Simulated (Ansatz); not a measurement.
The cluster Si9⁺ (the lowest doublet isomer of a short search), 9 atoms. Hardware: 4 threads of Arm Neoverse V2 on a shared host.

Correlated methods freeze 45 core orbitals.

**Question.** How many basis functions does each of these Ansatz runs have, and roughly what does it cost? PBE0-D4/def2-TZVP, charge 1 quartet, energy, from earlier orbitals; r2SCAN-D4/def2-TZVP, charge 1 doublet, energy, from earlier orbitals; r2SCAN-D4/def2-TZVP, charge 0 singlet at the geometry of the charge 1 doublet, energy, from earlier orbitals; PBE0-D4/def2-TZVP, charge 0 singlet at the geometry of the charge 1 doublet, energy; HF/STO-3G, charge 1 doublet, energy; HF/def2-TZVP, charge 1 doublet, energy, from earlier orbitals; PBE-D4/def2-TZVP, charge 1 quartet, energy, from earlier orbitals; HF/def2-TZVP, charge 1 quartet, energy, from earlier orbitals; HF/STO-3G, charge 1 quartet, energy; r2SCAN-D4/def2-TZVP, charge 1 quartet, energy, from earlier orbitals; CCSD(T)/def2-SVP, charge 1 quartet, energy, from earlier orbitals; PBE-D4/def2-SVP, charge 1 doublet, relaxation, 49 steps.

**Answer.** Other jobs shared the machine, so times can vary by a factor of up to 3. A dash marks memory too small to be measured apart from the calling script's.

```csv
run,functions,fitting or Cholesky vectors,wall time,peak host memory (GiB)
"HF/STO-3G, charge 1 quartet, energy",81,907,1.4 s,–
"HF/STO-3G, charge 1 doublet, energy",81,901,2.1 s,–
"PBE-D4/def2-TZVP, charge 1 quartet, energy, from earlier orbitals",333,2268,13 s,0.97
"r2SCAN-D4/def2-TZVP, charge 0 singlet at the geometry of the charge 1 doublet, energy, from earlier orbitals",333,2268,14 s,0.9
"PBE0-D4/def2-TZVP, charge 0 singlet at the geometry of the charge 1 doublet, energy",333,2412,14 s,2.2
"r2SCAN-D4/def2-TZVP, charge 1 quartet, energy, from earlier orbitals",333,2268,33 s,1.1
"PBE0-D4/def2-TZVP, charge 1 quartet, energy, from earlier orbitals",333,2412,44 s,2.3
"CCSD(T)/def2-SVP, charge 1 quartet, energy, from earlier orbitals",162,1494,56 s,2.1
"r2SCAN-D4/def2-TZVP, charge 1 doublet, energy, from earlier orbitals",333,2268,1.7 min,2.1
"HF/def2-TZVP, charge 1 doublet, energy, from earlier orbitals",333,2772,2.5 min,2.3
"HF/def2-TZVP, charge 1 quartet, energy, from earlier orbitals",333,2772,2.5 min,2.3
"PBE-D4/def2-SVP, charge 1 doublet, relaxation, 49 steps",162,1764,2.7 min,–
```
